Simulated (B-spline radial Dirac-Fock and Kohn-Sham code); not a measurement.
Elastic scattering of 1.11 keV electrons by atomic silicon

The computed values come from an atomic code on a B-spline grid: relativistic (Dirac) partial waves in the static field of the Dirac-Fock atom with Furness-McCarthy exchange, without polarisation or absorption potentials.

The run's input, task.json:

```json
{"items": [{
  "Z": 14,
  "q": 0,
  "cfg": [[1, 0, 2], [2, 0, 2], [2, 1, 6], [3, 0, 2], [3, 1, 2]],
  "A": 28,
  "rrms": 3.1224,
  "do": "elastic",
  "energies": [[1110.0, 0]],
  "theta": [5, 10, 15, 20, 25, 30, 35, 40, 45, 50, 55, 60, 65, 70, 75, 80, 85, 90, 95, 100, 105, 110, 115, 120, 125, 130, 135, 140, 145, 150, 155, 160, 165, 170, 175]
}]}
```

Command: `python xray2_run.py task.json out`

| θ (°) | dσ/dΩ (a₀²/sr) | Sherman function |
| --- | --- | --- |
| 5 | 40.0 | 0.000 |
| 10 | 9.14 | 0.000 |
| 15 | 2.78 | 0.000 |
| 20 | 1.22 | 0.000 |
| 25 | 0.642 | 0.001 |
| 30 | 0.377 | 0.001 |
| 35 | 0.240 | 0.001 |
| 40 | 0.164 | 0.001 |
| 45 | 0.119 | 0.001 |
| 50 | 0.0907 | 0.001 |
| 55 | 0.0719 | 0.000 |
| 60 | 0.0588 | -0.001 |
| 65 | 0.0493 | -0.002 |
| 70 | 0.0422 | -0.003 |
| 75 | 0.0368 | -0.004 |
| 80 | 0.0326 | -0.005 |
| 85 | 0.0292 | -0.006 |
| 90 | 0.0265 | -0.007 |
| 95 | 0.0244 | -0.008 |
| 100 | 0.0226 | -0.008 |
| 105 | 0.0212 | -0.009 |
| 110 | 0.0200 | -0.009 |
| 115 | 0.0190 | -0.009 |
| 120 | 0.0181 | -0.009 |
| 125 | 0.0175 | -0.009 |
| 130 | 0.0169 | -0.008 |
| 135 | 0.0164 | -0.008 |
| 140 | 0.0160 | -0.007 |
| 145 | 0.0157 | -0.006 |
| 150 | 0.0154 | -0.006 |
| 155 | 0.0152 | -0.005 |
| 160 | 0.0150 | -0.004 |
| 165 | 0.0148 | -0.003 |
| 170 | 0.0148 | -0.002 |
| 175 | 0.0147 | -0.001 |

The total elastic cross section is 4.56 a₀², the first transport cross section 0.409 a₀² and the second, weighted with (3/2) sin²θ, 0.698 a₀². The mean deflection is ⟨1 − cos θ⟩ = 0.0897, and 2.6 % of the collisions scatter beyond 90°.
